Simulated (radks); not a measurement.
Values are calculated unless marked as measured or tabulated.
Question: The mean radii <r> (bohr) of the occupied orbitals of an atom or ion are listed with their occupations. Code: a radial shooting solver on a logarithmic mesh with Libxc functionals. Model: Dirac Kohn-Sham, BLYP, spin-unpolarised, spherical densities, finite nucleus; Fermi nuclear charge, rms radius of each element as measured or else 0.836 A^(1/3) + 0.57 fm.

orbital      occ.      <r>
1s1/2           2  0.05213
2s1/2           2   0.2350
2p1/2           2   0.2041
2p3/2           4   0.2075
3s1/2           2   0.7054
3p1/2           2   0.7302
3p3/2           4   0.7402
3d3/2         3.2   0.8646
3d5/2         4.8   0.8695
4p1/2    0.333333    2.576
4p3/2    0.666667    2.603

Name the element and its charge. Open shells, if any, are shared by 2j + 1.

Answer: Z = 29, copper, charge +2: Cu2+ in [Ar] 3d8 4p1. The 1s radius gives Z: for a bare nucleus <r> = (2 gamma + 1)/(2Z) with gamma = sqrt(1 - (Z/c)^2), 0.05094 bohr for Z = 29, and screening makes it slightly larger (0.05213 here). The occupations add up to 27, and the charge is Z minus that.
